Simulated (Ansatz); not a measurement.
`B[SiH2]CN` + HBr → `B[SiH2]Br` + CH₃NH₂  (ligand exchange at the Si–C bond)

Computed with Ansatz on PBE0-D4/def2-TZVP structures; ΔE is electronic, products minus reactants. CCSD(T)/CBS adds triple-zeta CCSD(T) − MP2 to the extrapolated MP2 energy (def2 sets, frozen cores). DFT in def2-TZVPP. For Br outer-core shells are correlated without core-valence functions, which leaves a few kJ/mol of doubt a bond. Scalar relativity is left out up to krypton. One conformer a species, not always the lowest.

```csv
level,ΔE (kJ/mol),difference from CCSD(T)/CBS
PBE-D4,-103.3,7.0
r2SCAN-D4,-109.4,0.9
B97M-V,-108.0,2.3
r2SCAN0-D4,-112.4,-2.1
PBE,-105.5,4.8
revPBE,-108.7,1.6
r2SCANh,-111.6,-1.3
CAM-B3LYP,-108.5,1.8
CCSD(T)/def2-TZVPP,-105.5,4.8
MP2/CBS(def2),-115.8,-5.5
CCSD(T)/CBS,-110.3,0
```

Largest T1 diagnostic among the species: 0.011.

In def2-TZVPP, CCSD(T) changes the Hartree–Fock value by +20.0 kJ/mol (the triples alone add +2.1 kJ/mol) and MP2 by +14.5 kJ/mol. Leaving LDA and LC-ωPBE aside and taking each functional with its dispersion term where it has one, the values, not all of them listed here, spread over 13.3 kJ/mol, from BHLYP-D4 to revPBE-D4. LDA lies +10.4 kJ/mol from PBE without D4.
